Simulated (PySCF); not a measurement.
## SbBr: from constants to spectrum

PBE0 constants of SbBr, ³Σ⁻ (triplet), unpaired electrons π ↑↑ (Sb cc-pVTZ-PP with ECP28, Br cc-pVTZ-PP with ECP10; scalar-relativistic core potentials (PySCF 2.14); masses 120.9038 and 78.9183 u):

- ωe: 262.6 cm⁻¹
- ωexe: 0.594 cm⁻¹
- Be: 0.056896 cm⁻¹
- αe: 0.000176 cm⁻¹
- D (centrifugal): 1.07e-08 cm⁻¹
- De to Sb + Br: 2.80 eV

Problem. Give the vibrational terms G(v) and spacings up to v = 6.

Solution. G(v) = ωe(v+½) − ωexe(v+½)².

| v | G(v) (cm⁻¹) | G(v) − G(v−1) | Bv (cm⁻¹) |
| --- | --- | --- | --- |
| 0 | 131.2 |  | 0.05681 |
| 1 | 392.6 | 261.4 | 0.05663 |
| 2 | 652.8 | 260.2 | 0.05646 |
| 3 | 911.8 | 259.0 | 0.05628 |
| 4 | 1169.7 | 257.8 | 0.05610 |
| 5 | 1426.3 | 256.7 | 0.05593 |
| 6 | 1681.8 | 255.5 | 0.05575 |

Problem. How well does the Morse estimate ωe²/(4ωexe) reproduce De, and what is D0?

Solution. It gives 3.60 eV, 129 % of the computed De. D0 = De − G(0) = 2.80 − 0.02 = 2.78 eV.

These are scalar-relativistic numbers at best; spin–orbit coupling would shift them, the dissociation energy most. The state is the lowest determinant that a PBE0 search found; another state may lie lower at other levels.
